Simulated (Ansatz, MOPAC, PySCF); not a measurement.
System: H₃B₂O, net charge 0, doublet state. SMILES: BO[BH]
Geometry: optimised at B3LYP-D3(BJ)/def2-TZVP (Ansatz, a quantum-chemistry and plane-wave program).

Unscaled harmonic wavenumbers (cm⁻¹) in rising order, each level at the stationary point that it reaches from this structure (no distance between atoms moves by over 0.3 Å); the order of modes can differ between levels, and a negative number is imaginary. B3LYP-D3(BJ)/def2-TZVP (PySCF, at the structure above): 150, 208, 533, 906, 1001, 1012, 1025, 1283, 1542, 2579, 2594, 2685.

PM3 (MOPAC): 209, 220, 551, 789, 859, 992, 1003, 1215, 1686, 2542, 2602, 2606. Zero-point energy 21.8 against 22.2 kcal/mol; where all levels lie over 400 cm⁻¹, the wavenumbers are on average 0.972 times those of B3LYP-D3(BJ)/def2-TZVP.

HF/3-21G (Ansatz): 159, 191, 450, 999, 1075, 1117, 1154, 1402, 1636, 2719, 2740, 2821. Zero-point energy 23.5 against 22.2 kcal/mol; where all levels lie over 400 cm⁻¹, the wavenumbers are on average 1.057 times those of B3LYP-D3(BJ)/def2-TZVP.

HF/6-31G* (Ansatz): 87, 136, 462, 1013, 1085, 1131, 1137, 1402, 1660, 2701, 2725, 2801. Zero-point energy 23.4 against 22.2 kcal/mol; where all levels lie over 400 cm⁻¹, the wavenumbers are on average 1.061 times those of B3LYP-D3(BJ)/def2-TZVP.
